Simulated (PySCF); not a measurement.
AlBClH2O, Al2BH4O, CH3BFO, Cl2HOSi and others (calculated)

Computed with PySCF 2.14.0. Calculation on a computer-drawn molecule: the log of a Hartree-Fock and frozen-core CCSD(T) single point meant for a local Hartree-Fock minimum, with one planted fault or none, to be diagnosed. Offsets are logged minus clean, where the clean run is the same molecule without the fault. The reference is restricted for singlets and unrestricted otherwise, and also for a bond in bohr or an excited solution. Adding or removing an electron swaps singlet and doublet. The excited solution moves the top pair (singlet) or top alpha electron (doublet) to the lowest empty orbital. Highest occupied and lowest empty are orbital energies over both spins, largest force is the largest gradient component, triples share is (T) over the correlation energy, the T1 limit is 0.02 restricted and 0.045 unrestricted, electrons count all cores, a negative frequency is imaginary (commonest isotopes), and the dipole is about the centre of nuclear charge.

Common to all runs: logged SCF converged yes; possible faults no fault, one electron removed, one electron added, multiplicity raised by two, geometry at a saddle point, SCF held on an excited solution, minimal basis STO-3G, one bond length entered in bohr, all coordinates scaled.

(1) AlBClH2O

Logged structure:
```xyz
6
AlBClH2O
O     -0.0931     0.4253    -0.9748
B     -1.0284     0.8612    -0.1541
Al    -1.4398     2.9894    -0.3154
Cl    -1.9274    -0.0811     1.0024
H      0.1257    -0.5028    -0.9437
H     -2.0181     5.8573    -0.5062
```

```
meant charge                         : 1
meant multiplicity                   : 1
meant basis                          : cc-pV(D+d)Z
logged electrons                     : 44
logged basis functions               : 84
logged spin squared                  : 0.938
logged highest occupied              : -14.896 eV
logged lowest empty                  : -5.2381 eV
logged largest force                 : 0.021923 hartree/bohr
logged T1 diagnostic                 : 0.028745
logged D1 diagnostic                 : 0.10852
logged triples share                 : 0.03134
logged CC converged                  : yes
logged dipole magnitude              : 5.7419 debye
logged SCF stable within its kind    : yes
logged energy HF                     : -801.87887 hartree
logged energy CCSD(T)                : -802.35327 hartree
planted fault                        : one bond length entered in bohr, row 5 of the drawn bonds
HF energy offset from clean run      : 52.66 kcal/mol
CCSD(T) energy offset from clean run : 64.14 kcal/mol
```

Drawn bonds:
| atom | other atom | order |
| --- | --- | --- |
| 1 | 2 | 1 |
| 2 | 3 | 1 |
| 2 | 4 | 1 |
| 1 | 5 | 1 |
| 3 | 6 | 1 |

(2) AlBClH2O

Logged structure:
```xyz
6
AlBClH2O
O     -0.0931     0.4253    -0.9748
B     -1.0284     0.8612    -0.1541
Al    -1.4398     2.9894    -0.3154
Cl    -1.9274    -0.0811     1.0024
H      0.1257    -0.5028    -0.9437
H     -1.7458     4.5071    -0.4164
```

```
meant charge                         : 1
meant multiplicity                   : 1
meant basis                          : cc-pV(D+d)Z
logged electrons                     : 43
logged basis functions               : 84
logged spin squared                  : 0.7802
logged highest occupied              : -22.745 eV
logged lowest empty                  : -13.956 eV
logged largest force                 : 0.036111 hartree/bohr
logged T1 diagnostic                 : 0.041758
logged D1 diagnostic                 : 0.22731
logged triples share                 : 0.030444
logged CC converged                  : yes
logged dipole magnitude              : 4.6208 debye
logged SCF stable within its kind    : yes
logged energy HF                     : -801.4068 hartree
logged energy CCSD(T)                : -801.88605 hartree
planted fault                        : one electron removed
HF energy offset from clean run      : 348.9 kcal/mol
CCSD(T) energy offset from clean run : 357.3 kcal/mol
```

Drawn bonds:
| atom | other atom | order |
| --- | --- | --- |
| 1 | 2 | 1 |
| 2 | 3 | 1 |
| 2 | 4 | 1 |
| 1 | 5 | 1 |
| 3 | 6 | 1 |

(3) Al2BH4O

Logged structure:
```xyz
8
Al2BH4O
O     -0.0118     1.8057    -2.5321
B     -0.0240     0.7663    -1.7426
Al    -0.0507    -0.8196    -0.4389
Al     0.7951    -0.2996     1.9594
H      0.7782     1.9444    -3.0415
H     -0.5972    -2.1634    -1.0806
H      1.3556     1.1469     2.3190
H      0.8033    -1.3541     3.1492
```

```
meant charge                         : 0
meant multiplicity                   : 2
meant basis                          : cc-pV(D+d)Z
logged electrons                     : 43
logged basis functions               : 32
logged spin squared                  : 0.7666
logged highest occupied              : -3.1922 eV
logged lowest empty                  : 7.5753 eV
logged largest force                 : 0.06367 hartree/bohr
logged T1 diagnostic                 : 0.023894
logged D1 diagnostic                 : 0.10409
logged triples share                 : 0.029887
logged CC converged                  : yes
logged dipole magnitude              : 1.3017 debye
logged SCF stable within its kind    : yes
logged energy HF                     : -578.45886 hartree
logged energy CCSD(T)                : -578.63497 hartree
planted fault                        : minimal basis STO-3G
HF energy offset from clean run      : 4538 kcal/mol
CCSD(T) energy offset from clean run : 4702 kcal/mol
```

Drawn bonds:
| atom | other atom | order |
| --- | --- | --- |
| 1 | 2 | 1 |
| 2 | 3 | 1 |
| 3 | 4 | 1 |
| 1 | 5 | 1 |
| 3 | 6 | 1 |
| 4 | 7 | 1 |
| 4 | 8 | 1 |

(4) CH3BFO

Logged structure:
```xyz
7
CH3BFO
O      1.0917    -0.5994    -0.3896
C      1.5429    -1.5510     0.4384
B      0.7820    -2.8266     0.7529
F      1.3115    -3.7218     1.5929
H     -0.5086    -1.0558    -1.0509
H      2.5115    -1.2958     0.8511
H     -0.2929    -3.0636     0.2678
```

```
meant charge                         : 0
meant multiplicity                   : 2
meant basis                          : cc-pVDZ
logged electrons                     : 31
logged basis functions               : 71
logged spin squared                  : 1.2811
logged highest occupied              : -10.663 eV
logged lowest empty                  : 0.63097 eV
logged largest force                 : 0.095118 hartree/bohr
logged T1 diagnostic                 : 0.059753
logged D1 diagnostic                 : 0.29052
logged triples share                 : 0.029549
logged CC converged                  : yes
logged dipole magnitude              : 1.5329 debye
logged SCF stable within its kind    : yes
logged energy HF                     : -238.51947 hartree
logged energy CCSD(T)                : -239.13639 hartree
planted fault                        : one bond length entered in bohr, row 4 of the drawn bonds
HF energy offset from clean run      : 70.99 kcal/mol
CCSD(T) energy offset from clean run : 68.94 kcal/mol
```

Drawn bonds:
| atom | other atom | order |
| --- | --- | --- |
| 1 | 2 | 1 |
| 2 | 3 | 1 |
| 3 | 4 | 1 |
| 1 | 5 | 1 |
| 2 | 6 | 1 |
| 3 | 7 | 1 |

Notes: T1 above single-reference limit.

(5) CH3BFO

Logged structure:
```xyz
7
CH3BFO
O      1.0917    -0.5994    -0.3896
C      1.5429    -1.5510     0.4384
B      0.7820    -2.8266     0.7529
F      1.3115    -3.7218     1.5929
H      0.2449    -0.8409    -0.7396
H      2.5115    -1.2958     0.8511
H     -0.2929    -3.0636     0.2678
```

```
meant charge                         : 0
meant multiplicity                   : 2
meant basis                          : cc-pVDZ
logged electrons                     : 30
logged basis functions               : 71
logged spin squared                  : 0
logged highest occupied              : -20.419 eV
logged lowest empty                  : -7.1432 eV
logged largest force                 : 0.1377 hartree/bohr
logged T1 diagnostic                 : 0.024813
logged D1 diagnostic                 : 0.10137
logged triples share                 : 0.027808
logged CC converged                  : yes
logged dipole magnitude              : 3.3336 debye
logged SCF stable within its kind    : yes
logged energy HF                     : -238.33006 hartree
logged energy CCSD(T)                : -238.946 hartree
planted fault                        : one electron removed
HF energy offset from clean run      : 189.8 kcal/mol
CCSD(T) energy offset from clean run : 188.4 kcal/mol
```

Drawn bonds:
| atom | other atom | order |
| --- | --- | --- |
| 1 | 2 | 1 |
| 2 | 3 | 1 |
| 3 | 4 | 1 |
| 1 | 5 | 1 |
| 2 | 6 | 1 |
| 3 | 7 | 1 |

Notes: T1 above single-reference limit.

(6) CH3BFO

Structure as in entry 5.

```
meant charge                         : 0
meant multiplicity                   : 2
meant basis                          : cc-pVDZ
logged electrons                     : 31
logged basis functions               : 71
logged spin squared                  : 0.7575
logged highest occupied              : -9.4305 eV
logged lowest empty                  : 1.8036 eV
logged largest force                 : 2.477e-05 hartree/bohr
logged lowest frequency              : 227.47 cm⁻¹
logged T1 diagnostic                 : 0.018641
logged D1 diagnostic                 : 0.091831
logged triples share                 : 0.022738
logged CC converged                  : yes
logged dipole magnitude              : 1.5315 debye
logged SCF stable within its kind    : yes
logged energy HF                     : -238.63259 hartree
logged energy CCSD(T)                : -239.24625 hartree
planted fault                        : no fault
HF energy offset from clean run      : 0 kcal/mol
CCSD(T) energy offset from clean run : 0 kcal/mol
```

Drawn bonds:
| atom | other atom | order |
| --- | --- | --- |
| 1 | 2 | 1 |
| 2 | 3 | 1 |
| 3 | 4 | 1 |
| 1 | 5 | 1 |
| 2 | 6 | 1 |
| 3 | 7 | 1 |

(7) Cl2HOSi

Logged structure:
```xyz
5
Cl2HOSi
O      0.5297     2.4903    -0.3731
Si     0.7066     1.4989    -1.5593
Cl     2.0928     1.9151    -2.8532
Cl    -0.4045    -0.0897    -1.7494
H     -0.0753     2.4854     0.3643
```

```
meant charge                      : 1
meant multiplicity                : 1
meant basis                       : cc-pV(D+d)Z
logged electrons                  : 56
logged basis functions            : 88
logged spin squared               : 0
logged highest occupied           : -9.6148 eV
logged lowest empty               : -13.535 eV
logged largest force              : 0.062173 hartree/bohr
logged CC converged               : no
logged dipole magnitude           : 1.8401 debye
logged SCF stable within its kind : no
logged energy HF                  : -1282.5477 hartree
planted fault                     : SCF held on an excited solution
HF energy offset from clean run   : 435.9 kcal/mol
```

Drawn bonds:
| atom | other atom | order |
| --- | --- | --- |
| 1 | 2 | 1 |
| 2 | 3 | 1 |
| 2 | 4 | 1 |
| 1 | 5 | 1 |

Notes: CCSD not converged.

(8) H3O3Si

Logged structure:
```xyz
7
H3O3Si
O     -1.2199    -0.8118     0.8908
Si     1.1159    -1.9261    -0.5008
O      2.3433    -2.4221     0.3149
O      1.1248    -2.0196    -2.0529
H     -2.0332    -0.4727     0.5282
H      2.4788    -2.4273     1.2580
H      1.8029    -2.3535    -2.6330
```

```
meant charge                         : 1
meant multiplicity                   : 1
meant basis                          : cc-pV(D+d)Z
logged electrons                     : 40
logged basis functions               : 80
logged spin squared                  : 0.9786
logged highest occupied              : -17.772 eV
logged lowest empty                  : -5.691 eV
logged largest force                 : 0.016124 hartree/bohr
logged T1 diagnostic                 : 0.018022
logged D1 diagnostic                 : 0.067687
logged triples share                 : 0.020856
logged CC converged                  : yes
logged dipole magnitude              : 0.7172 debye
logged SCF stable within its kind    : yes
logged energy HF                     : -515.00667 hartree
logged energy CCSD(T)                : -515.63057 hartree
planted fault                        : one bond length entered in bohr, row 1 of the drawn bonds
HF energy offset from clean run      : 95.33 kcal/mol
CCSD(T) energy offset from clean run : 120.3 kcal/mol
```

Drawn bonds:
| atom | other atom | order |
| --- | --- | --- |
| 1 | 2 | 1 |
| 2 | 3 | 1 |
| 2 | 4 | 1 |
| 1 | 5 | 1 |
| 3 | 6 | 1 |
| 4 | 7 | 1 |

(9) H3O3Si

Logged structure:
```xyz
7
H3O3Si
O     -1.2199    -0.8118     0.8908
Si     0.0161    -1.4015     0.1544
O      1.2435    -1.8974     0.9701
O      0.0251    -1.4950    -1.3977
H     -2.0332    -0.4727     0.5282
H      1.3790    -1.9026     1.9132
H      0.7032    -1.8288    -1.9778
```

```
meant charge                      : 1
meant multiplicity                : 1
meant basis                       : cc-pV(D+d)Z
logged electrons                  : 40
logged basis functions            : 80
logged spin squared               : 2.009
logged highest occupied           : -11.488 eV
logged lowest empty               : -8.6829 eV
logged largest force              : 0.20246 hartree/bohr
logged T1 diagnostic              : 0.068545
logged D1 diagnostic              : 0.38183
logged triples share              : 0.027534
logged CC converged               : yes
logged dipole magnitude           : 4.5424 debye
logged SCF stable within its kind : yes
logged energy HF                  : -514.87047 hartree
logged energy CCSD(T)             : -515.51729 hartree
```

Drawn bonds:
| atom | other atom | order |
| --- | --- | --- |
| 1 | 2 | 1 |
| 2 | 3 | 1 |
| 2 | 4 | 1 |
| 1 | 5 | 1 |
| 3 | 6 | 1 |
| 4 | 7 | 1 |

Notes: T1 above single-reference limit.

(10) H4NOSi2

Logged structure:
```xyz
8
H4NOSi2
O     -0.0738     1.9411     2.3556
Si     1.2919     2.2993     1.6471
N      2.0117     1.4227     0.5325
Si     2.8179     0.6295    -0.5846
H     -0.6254     1.1814     2.2139
H      1.8206     3.5517     2.1476
H      3.8212    -0.3713    -0.2315
H      2.5777     0.8638    -2.0059
```

```
meant charge                      : 1
meant multiplicity                : 1
meant basis                       : cc-pV(D+d)Z
logged electrons                  : 46
logged basis functions            : 94
logged spin squared               : 0
logged highest occupied           : -16.601 eV
logged lowest empty               : -3.642 eV
logged largest force              : 1.39e-05 hartree/bohr
logged lowest frequency           : 127.33 cm⁻¹
logged T1 diagnostic              : 0.017553
logged D1 diagnostic              : 0.051496
logged triples share              : 0.028007
logged CC converged               : yes
logged dipole magnitude           : 2.7296 debye
logged SCF stable within its kind : yes
logged energy HF                  : -709.33341 hartree
logged energy CCSD(T)             : -709.89378 hartree
```

Drawn bonds:
| atom | other atom | order |
| --- | --- | --- |
| 1 | 2 | 1 |
| 2 | 3 | 1 |
| 3 | 4 | 2 |
| 1 | 5 | 1 |
| 2 | 6 | 1 |
| 4 | 7 | 1 |
| 4 | 8 | 1 |

Q: Which fault was planted in the run of H3O3Si (entry 9)?
A: multiplicity raised by two

Q: Which fault was planted in the run of H4NOSi2 (entry 10)?
A: no fault

Further results for H3O3Si (entry 9):

```
HF energy offset from clean run      : 180.8 kcal/mol
CCSD(T) energy offset from clean run : 191.4 kcal/mol
```

Further results for H4NOSi2 (entry 10):

```
HF energy offset from clean run      : 0 kcal/mol
CCSD(T) energy offset from clean run : 0 kcal/mol
```
